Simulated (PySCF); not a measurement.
Coordinates in bohr (charge 0 multiplicity 1):
```
Sr    2.3565    4.0815    0.0000
Sr   -4.7129    0.0000    0.0000
Sr    2.3565   -4.0815    0.0000
```

Method: PBE0 in PySCF with Sr def2-TZVP with ECP28; scalar-relativistic core potentials, no spin–orbit coupling; density-fitted integrals.

This geometry of Sr₃ is a stationary point at this level.

(1) What is the point group?

(2) Is it a minimum?

(3) List the harmonic modes with their infrared intensities.

(4) Give the ideal-gas entropy at 298.15 K and 1 bar by parts.

Answers

(1) D3h.

(2) Yes: all harmonic wavenumbers are real.

(3) 
| symmetry | ω (cm⁻¹) | IR (km/mol, summed over degenerate members) |
| --- | --- | --- |
| e' | 60 | 0.3 |
| a1' | 68 | 0.0 |

(4) translation 178.4, rotation 120.2, vibration 54.9, spin 0.0; total 353.4 J/(mol K).

Only a few start shapes were tried, so a lower isomer may exist.
